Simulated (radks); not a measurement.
Pb12+, configuration [Xe] 4f14 5d2. Calculated with a radial shooting solver on a logarithmic mesh with Libxc functionals: scalar-relativistic Kohn-Sham, LB94 model potential, spin-polarised, spherical densities, finite nucleus; open shells are filled with parallel spins first (spin-orbit coupling, left out, can overturn this in heavy ions); Fermi nuclear charge, rms radius 5.5012 fm.

Unscreened Slater integrals over Kohn-Sham orbitals (cm^-1). They are taken over the spin-up orbitals.

\begin{tabular}{lr}
integral & value \\ \hline
F0(5d,5d) & 185800 \\
F2(5d,5d) & 100020 \\
F4(5d,5d) & 68549 \\
F0(5d,5p) & 198640 \\
F2(5d,5p) & 104800 \\
G1(5d,5p) & 130030 \\
G3(5d,5p) & 82375 \\
F0(5d,5s) & 206260 \\
G2(5d,5s) & 91840 \\
F0(5d,4f) & 233000 \\
F2(5d,4f) & 64773 \\
F4(5d,4f) & 31975 \\
G1(5d,4f) & 20256 \\
G3(5d,4f) & 20537 \\
G5(5d,4f) & 16902 \\
F0(5p,5p) & 215770 \\
F2(5p,5p) & 117160 \\
F0(5p,5s) & 226500 \\
G1(5p,5s) & 152350 \\
F0(5p,4f) & 263960 \\
F2(5p,4f) & 84703 \\
G2(5p,4f) & 29540 \\
G4(5p,4f) & 26114 \\
F0(5s,5s) & 239790 \\
F0(5s,4f) & 287780 \\
G3(5s,4f) & 37120 \\
F0(4f,4f) & 447800 \\
F2(4f,4f) & 225990 \\
F4(4f,4f) & 144710 \\
F6(4f,4f) & 104990 \\
\end{tabular}

Derived for the open shells (J is the average intra-shell exchange parameter used in DFT+U). 5d: Racah B = F2/49 - 5 F4/441 = 1264 cm^-1, C = 35 F4/441 = 5440 cm^-1, C/B = 4.30, F4/F2 = 0.685, J = (F2 + F4)/14 = 12040 cm^-1.
